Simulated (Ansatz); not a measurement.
`Cl[SiH2]N[SiH2]Cl` + H₂ → `[SiH3]N[SiH2]Cl` + HCl at 600 K and 1 bar (hydrogenolysis of the Si–Cl bond).

Program: Ansatz. Geometries: PBE0-D4/def2-TZVP. ΔE: electronic, gas phase. CCSD(T)/CBS adds triple-zeta CCSD(T) − MP2 to the extrapolated MP2 energy (def2 sets, frozen cores). This one scheme is used for every species. One conformer a species, not always the lowest.

```csv
species,CCSD(T)/CBS energy (Eh),H − E (kJ/mol),S (J/(mol·K))
`Cl[SiH2]N[SiH2]Cl`,-1555.58664,211.3,479.8
H₂,-1.17544,43.9,150.8
`[SiH3]N[SiH2]Cl`,-1096.34659,220.8,445.7
HCl,-460.38127,35.4,207.2
```

H − E and S are ideal-gas, rigid-rotor, harmonic terms from PBE0-D4/def2-TZVP, for one conformer and one mirror image of each species. For small species the MP2-based limit differs from directly extrapolated CCSD(T) by up to some mEh (0.8 for H₂); such offsets cancel only in part. 1 Eh = 2625.50 kJ/mol, R = 8.31446 J/(mol·K).

Q: By hand: ΔE, ΔH, ΔS and ΔG.

A: ΔE = (-1096.34659) + (-460.38127) − (-1555.58664) − (-1.17544) = 0.03422 Eh = 89.8 kJ/mol. Δ(H − E) = 220.8 + 35.4 − 211.3 − 43.9 = 1.0, so ΔH = 90.8 kJ/mol. ΔS = 445.7 + 207.2 − 479.8 − 150.8 = 22.3 J/(mol·K). ΔG = 90.8 − 600 × (22.3)/1000 = 77.4 kJ/mol.

Q: By hand: the equilibrium constant, and the temperature at which ΔG would vanish if ΔH and ΔS stayed fixed.

A: log₁₀ K = −ΔG/(RT ln 10) = -6.7. ΔG = 0 at ΔH/ΔS = 4072 K, far beyond where these terms or the molecules hold.

ΔH outweighs TΔS. A doubt of 5 kJ/mol in ΔE shifts log₁₀ K by 0.4 here. Other conformers and mirror images would add mixing entropy, several J/(mol·K) or more a flexible species. Modes under 60 cm⁻¹, often nearly free rotors, make the harmonic entropy too high. These are equilibria of isolated gas molecules and say nothing of rates. Largest T1 diagnostic: 0.010 (customary marks: 0.02 for closed shells, 0.045 for open ones).
